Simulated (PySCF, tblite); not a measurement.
Species: C5H6OP (charge -1).
Bonds: C1–O2, O2–C3, C3–C4 (aromatic), C4–C5 (aromatic), C5–P6 (aromatic), P6–C7 (aromatic), C3–C7 (aromatic). Hydrogens: H8, H9, H10 on C1; H11 on C4; H12 on C5; H13 on C7.

Computed geometry: GFN2-xTB, gas phase.

(1) List the bond lengths, angles and torsions at this level.

Answers

(1) 
```csv
bond,length (Å)
C1–O2,1.389
O2–C3,1.410
C3–C4,1.400
C4–C5,1.378
C5–P6,1.742
P6–C7,1.750
C3–C7,1.375
"C1–H8, C1–H9, C1–H10",1.098
C4–H11,1.081
C5–H12,1.082
C7–H13,1.080
```

Bonds in one row agree within 0.01 Å and their mean is given. A selection of angles:
```csv
angle,degrees
O2–C1–H8,112.0
O2–C1–H9,106.7
H8–C1–H9,109.1
H8–C1–H10,108.0
C1–O2–C3,115.2
O2–C3–C4,119.6
O2–C3–C7,127.1
C4–C3–C7,113.4
C3–C4–C5,111.9
C3–C4–H11,123.2
C5–C4–H11,124.9
C4–C5–P6,113.0
C4–C5–H12,124.4
P6–C5–H12,122.6
C5–P6–C7,89.7
P6–C7–H13,121.7
C3–C7–P6,112.0
C3–C7–H13,126.3
```

Dihedral angles: C1–O2–C3–C4 180° (antiperiplanar).

C5 (aromatic CH carbon) is planar (angles 124.4°, 122.6° and 113.0°, sum 360.0°, 0.00 Å off the plane of its three neighbours). C4 (aromatic CH carbon) is planar (angles 124.9°, 123.2° and 111.9°, sum 360.0°, 0.00 Å off the plane of its three neighbours). Of the pairs four or more bonds apart, C1···H13 is among the closest relative to their van der Waals radii: 2.67 Å, 92 % of the sum of Bondi's values. The 7 heavy atoms lie in one plane (0.001 Å rms). C3 (aromatic carbon bearing oxygen) is planar (angles 127.1°, 119.6° and 113.4°, sum 360.0°, 0.00 Å off the plane of its three neighbours). The 3 C–C bonds span 1.375 Å (C3–C7, aromatic) to 1.400 Å (C3–C4, aromatic), a spread of 0.025 Å. C7 (aromatic CH carbon) is planar (angles 126.3°, 121.7° and 112.0°, sum 360.0°, 0.00 Å off the plane of its three neighbours).

Point group: Cs (every atom within 0.08 Å of its image). Its GFN2-xTB frequencies are all real (lowest 62 cm⁻¹).

One conformer stands for the species.
